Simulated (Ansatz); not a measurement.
A nudged elastic band was laid between two geometries of CH5NSn (8 atoms, charge 0, multiplicity 1).

The calculation used Ansatz, RKS PBE/def2-SVP.

```yaml
movable_images: 5
climbing_image: yes
spring: 5.0 eV/Å²
optimiser: quadratic models (default)
start_path: through a guess of the saddle point
force_threshold: 0.05 eV/Å
iteration_limit: 60
end_points: relaxed
```

Image 0:

```xyz
8
Properties=species:S:1:pos:R:3
C -0.804 0.960 -0.532
Sn 1.149 0.822 0.547
N 1.072 -1.228 0.670
H -1.235 -0.039 -0.749
H -0.671 1.508 -1.488
H -1.530 1.536 0.080
H 1.794 -1.801 1.117
H 0.317 -1.815 0.300
```

Image 6:

```xyz
8
Properties=species:S:1:pos:R:3
C -0.776 0.894 -0.672
Sn 1.385 0.334 -0.550
N 1.037 -1.157 0.820
H -1.064 1.111 -1.722
H -0.948 1.820 -0.082
H -1.434 0.095 -0.275
H 1.774 -1.739 1.230
H 0.118 -1.414 1.195
```

Task: What changes between the two ends?

Result: No bond is made or broken. The dihedral H4–C1–Sn2–N3 goes from -3 to -139°.

Task: Give the energies along the band, and the barrier.

Result: The run converged. The highest image is number 3 of 0 to 6, 0.003 eV above the ends, which have the same energy within 2 meV. The top lies less than 8 meV above the higher end, about what the thresholds resolve: that end is a shoulder or a very shallow well. A vibrational analysis at the climbing image gives one clearly imaginary mode, 41i cm⁻¹: a first-order saddle point.

```csv
image,path coordinate (Å),energy (eV),dihedral H4–C1–Sn2–N3 (°)
0,0.00,0.000,-3
1,0.55,0.001,-24
2,1.10,0.003,-46
3,1.66,0.003,-69
4,2.23,0.001,-93
5,2.81,0.000,-116
6,3.39,0.000,-139
```

Task: What is the geometry of the highest image?

Result: 
```xyz
8
Properties=species:S:1:pos:R:3
C -0.762 0.952 -0.605
Sn 1.407 0.579 -0.207
N 1.022 -1.199 0.748
H -1.135 0.218 -1.350
H -0.931 1.971 -1.008
H -1.357 0.833 0.324
H 1.753 -1.802 1.138
H 0.094 -1.609 0.904
```

Time of the run: 3.2 min on 1 thread of AMD EPYC 7R43 64-Core Processor (Zen 3), with other jobs on the host, peak memory 0.24 GiB.
